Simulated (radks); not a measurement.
Radial electron density D(r) = 4 pi r^2 rho(r) of an atom or ion with 33 electrons. Calculated with a radial shooting solver on a logarithmic mesh with Libxc functionals: scalar-relativistic Kohn-Sham, PBE, spin-polarised, spherical densities, finite nucleus; Fermi nuclear charge, rms radius of each element as measured or else 0.836 A^(1/3) + 0.57 fm.

r (bohr)  D(r) (e/bohr)   spin D(r)
0.005277          6.872   -0.000153
0.007152          10.96   -0.000214
0.00977           16.89   -0.000236
0.01335           24.48  -0.0000532
0.01809           32.41    0.000751
0.02471           38.81     0.00325
0.03376           40.59     0.00952
0.04576           37.28      0.0221
0.06251           33.20      0.0431
0.0854            35.81      0.0653
0.1157            44.51      0.0667
0.1581            46.91      0.0273
0.216             35.12     -0.0150
0.2928            24.81      0.0324
0.4               28.18       0.143
0.5464            30.02       0.108
0.7405            19.68     -0.0162
1.012             8.299       0.174
1.382             3.808       0.732
1.873             2.564        1.08
2.559             1.332       0.777
3.496            0.3937       0.288
4.738            0.1265       0.118
6.473            0.1557       0.156
8.843            0.1348       0.135
11.98           0.04309      0.0431
16.37          0.005069     0.00507
22.37         0.0001525    0.000153

What is the nuclear charge?

Answer. Z = 33. The innermost maximum, from 1s, lies near gamma/Z bohr with gamma = sqrt(1 - (Z/c)^2) = 0.971, here 0.0294 bohr (found: 0.0319), and its height grows with Z. The density is that of neutral arsenic in [Ar] 3d10 4s2 4p2 5p1; the configuration itself is not fixed sharply by these data, and Z only to about a unit. D(r) has 4 maxima, at r = 0.0319, 0.144, 0.492, 7.30 bohr, and minima at 0.0672, 0.312, 5.01 bohr, inside which lie 2.09, 11.00, 32.07 electrons.
